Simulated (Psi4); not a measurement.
**Exact exchange and the dipole moment of SeO2 (selenium dioxide)**

SeO2 has 3 atoms, charge 0, and is taken as a singlet. SMILES: `O=[Se]=O`. The shape is that of a PBE0-D4/def2-TZVP optimisation.

The dipole moment y, in D, basis def2-TZVPP; a is the functional's share of exact exchange. Programs: Psi4 1.11.

| functional | program | a | y (D) |
| --- | --- | --- | --- |
| PBE | Psi4 | 0 | 2.58 |
| revPBE | Psi4 | 0 | 2.55 |
| TPSSh | Psi4 | 0.1 | ? |
| B3LYP | Psi4 | 0.2 | 2.84 |
| PBE0 | Psi4 | 0.25 | 2.80 |
| BHLYP | Psi4 | 0.5 | 3.09 |

Problem. Fit y = c + s·a to the known rows and predict TPSSh.

Solution. 
1. Means of the 5 rows: a = 0.1900, y = 2.772.
2. Σ(Δa)² = 0.172, Σ(Δa·Δy) = 0.1796, so the slope is 0.1796/0.172 = 1.0442.
3. Intercept: 2.772 − (1.0442) × 0.1900 = 2.574. The largest residual of the fit is 0.057.
4. TPSSh: 2.574 + (1.0442) × 0.1 = 2.68 D.

The run gave 2.66 D, so the prediction is off by +0.02 D, within the largest residual. More exact exchange makes the molecule more polar here. The measured value is 2.62 D (NIST CCCBDB).
